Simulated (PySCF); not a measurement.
Atom-mapped SMILES (the numbers label the heavy atoms): `[CH3:1][CH2:2][c:3]1[cH:4][cH:5][cH:6][cH:7][n:8]1` (H(Xn): hydrogen on atom n).

PySCF 2.14 calculation with PBE0/pcSseg-1 with gauge-including orbitals and GFN2-xTB geometry; one averaged value for each set of equivalent atoms, isolated molecule, one computed conformer, no relativistic terms.

Problem. List the cross peaks expected in HSQC, COSY and HMBC spectra.

Solution. 

HSQC (one-bond C–H):
```tsv
δH	δC
8.87 (H(C7))	155.5 (C7)
7.89 (H(C5))	142.2 (C5)
7.37 (H(C4))	126.7 (C4)
7.22 (H(C6))	125.4 (C6)
2.89 (H(C2))	37.9 (C2)
1.28 (H(C1))	20.3 (C1)
```

COSY cross peaks (H two or three bonds apart, from the bond graph; peaks can be absent where the dihedral angle is near 90°):
```tsv
δH	δH
8.87 (H(C7))	7.22 (H(C6))
7.89 (H(C5))	7.37 (H(C4))
7.89 (H(C5))	7.22 (H(C6))
2.89 (H(C2))	1.28 (H(C1))
```

HMBC (two and three bonds, from the bond graph):
```tsv
δH	δC
8.87 (H(C7))	171.1 (C3), 142.2 (C5), 125.4 (C6)
7.89 (H(C5))	171.1 (C3), 155.5 (C7), 126.7 (C4), 125.4 (C6)
7.37 (H(C4))	171.1 (C3), 142.2 (C5), 125.4 (C6), 37.9 (C2)
7.22 (H(C6))	155.5 (C7), 142.2 (C5), 126.7 (C4)
2.89 (H(C2))	171.1 (C3), 126.7 (C4), 20.3 (C1)
1.28 (H(C1))	171.1 (C3), 37.9 (C2)
```

Scale: 1H, 13C against TMS (reference shieldings calculated alike).

Short H···H contacts in this conformer between protons four or more bonds apart (candidates for NOE cross peaks, intensity ∝ r⁻⁶): H(C2)···H(C4) 2.52 Å.

Shifts are as computed. Against solution values, carbons near 30 ppm lie about +3 ppm off and those near 130 ppm about +5 ppm. Of 1211 compounds with measured shifts, 218 miss one by over three times the rms of a fit or turn the order of signals round; such compounds aren't used in these exercises.
